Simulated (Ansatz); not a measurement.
A nudged elastic band was laid between two geometries of C2H11NSi2 (16 atoms, charge 0, multiplicity 1).

Computed with Ansatz, RKS PBE-D4/STO-3G.

```json
{"movable images": "7", "climbing image": "yes", "spring": "5.0 eV/Å²", "optimiser": "quadratic models (default)", "start path": "IDPP", "force threshold": "0.05 eV/Å", "iteration limit": "19", "end points": "relaxed"}
```

Initial state:

```xyz
16
Properties=species:S:1:pos:R:3
C 0.340 0.264 -1.728
C 0.949 0.320 -0.292
N 2.393 -0.213 -0.377
Si -0.173 -0.557 0.993
Si -2.237 0.339 1.153
H -0.651 0.756 -1.758
H 1.008 0.777 -2.446
H 0.215 -0.783 -2.065
H 1.049 1.391 -0.008
H 2.715 -0.227 0.649
H 2.260 -1.267 -0.546
H -0.249 -1.965 0.619
H 0.511 -0.502 2.280
H -2.944 0.261 -0.117
H -2.171 1.741 1.537
H -3.038 -0.357 2.150
```

Final state:

```xyz
16
Properties=species:S:1:pos:R:3
C 0.066 -0.352 -1.755
C 0.866 0.198 -0.534
N 2.316 -0.308 -0.661
Si -0.002 -0.208 1.128
Si -2.047 0.725 1.330
H -0.952 0.082 -1.791
H 0.587 -0.100 -2.698
H -0.031 -1.453 -1.700
H 0.933 1.304 -0.642
H 2.781 0.031 0.247
H 2.232 -1.359 -0.449
H -0.082 -1.659 1.240
H 0.876 0.248 2.199
H -1.972 2.174 1.230
H -2.650 0.398 2.614
H -2.945 0.255 0.285
```

(1) Which bonds break or form, and what moves?

(2) What energy profile does the band end with?

(3) What is the geometry of the highest image?

Answers

(1) No bond is made or broken. The dihedral H13–Si4–Si5–H16 goes from -59 to -179°.

(2) The run converged. The highest image is number 4 of 0 to 8, 0.5 kcal/mol above the ends, which have the same energy within 2 meV. A vibrational analysis at the climbing image gives one clearly imaginary mode, 70i cm⁻¹: a first-order saddle point. Limits of this set-up: minimal basis.

```tsv
image	path coordinate (Å)	energy (kcal/mol)	dihedral H13–Si4–Si5–H16 (°)
0	0.00	0.0	-59
1	0.58	0.1	-73
2	1.15	0.3	-88
3	1.73	0.4	-103
4	2.30	0.5	-118
5	2.88	0.4	-133
6	3.46	0.2	-149
7	4.04	0.1	-164
8	4.62	0.0	-179
```

(3) 
```xyz
16
Properties=species:S:1:pos:R:3
C 0.148 -0.261 -1.777
C 0.893 0.230 -0.498
N 2.344 -0.287 -0.575
Si -0.047 -0.244 1.105
Si -2.115 0.649 1.291
H -0.861 0.188 -1.843
H 0.717 0.022 -2.683
H 0.037 -1.362 -1.772
H 0.974 1.339 -0.555
H 2.766 0.008 0.369
H 2.240 -1.345 -0.412
H -0.110 -1.700 1.151
H 0.787 0.168 2.229
H -2.459 1.463 0.134
H -2.210 1.500 2.468
H -3.127 -0.389 1.414
```

Time of the run: 4.5 min on 1 CPU thread of a shared host.
